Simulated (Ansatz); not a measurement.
Basis sets compared for W7⁺. Charge 1, multiplicity 2. Geometry PBE-D4/def2-SVP. Ansatz on 4 threads of Intel Xeon Platinum 8375C on a shared host; times are rough, and most runs start from earlier orbitals.

```xyz
7

W     0.965    1.447   -1.025
W     1.585   -0.918   -0.776
W     1.105    0.502    1.286
W    -1.338    1.092   -0.096
W    -0.571   -1.624    0.400
W    -1.139    0.042    2.057
W    -0.608   -0.541   -1.847
```

In the def2 sets W takes a core potential; there is no spin–orbit coupling. At PBE0-D4/def2-SVP, PBE0-D4/def2-TZVP the charge 1 doublet is spin-contaminated (final ⟨S²⟩ up to 0.90, 0.75 for a pure state). No other spin state of charge 1 was run. The structure comes from a short search, and lower isomers may exist.

```json
{"level": "PBE-D4/def2-SVP", "functions": "224", "energy (Eh)": "-469.7212", "HOMO (eV)": "-7.19", "LUMO (eV)": "-6.85", "wall time": "20 s"}
{"level": "PBE0-D4/def2-SVP", "functions": "224", "energy (Eh)": "-469.2183", "HOMO (eV)": "-7.75", "LUMO (eV)": "-6.04", "wall time": "82 s"}
```

(1) Estimate the rows for PBE-D4/def2-TZVP (with forces), PBE0-D4/def2-TZVP.

## Answers

(1) 
```tsv
level	functions	energy (Eh)	HOMO (eV)	LUMO (eV)	wall time
PBE-D4/def2-TZVP (with forces)	280	-469.8164	-7.13	-6.84	28 s
PBE0-D4/def2-TZVP	280	-469.3274	-7.69	-6.00	41 s
```
